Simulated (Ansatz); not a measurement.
Mulliken charges of FGeH3 (`[F][GeH3]`) from ωB97M-V/def2-TZVPP in Ansatz (PBE0-D4/def2-TZVP geometry).

| atom | x (Å) | y (Å) | z (Å) | charge (e) |
| --- | --- | --- | --- | --- |
| F1 | -1.047 | 0.474 | 1.162 | -0.390 |
| Ge2 | 0.068 | -0.042 | -0.073 | 0.388 |
| H3 | 1.331 | -0.512 | 0.659 | 0.001 |
| H4 | -0.628 | -1.178 | -0.831 | 0.001 |
| H5 | 0.325 | 1.184 | -0.958 | 0.001 |

By hand: the dipole of these point charges (1 e Å = 4.8032 D).

Σ q r = (0.436, -0.202, -0.483) e Å, of length 0.681 e Å = 3.27 D.

How does the dipole of the full density compare? (An estimate is asked.)

Computed: (0.284, -0.131, -0.315) e Å, 2.13 D; the point charges give 1.54 times that, at 0° from its direction.

Point charges leave out the atoms' own dipoles, such as those of lone pairs, and Mulliken's split depends on the basis, so the two needn't agree.
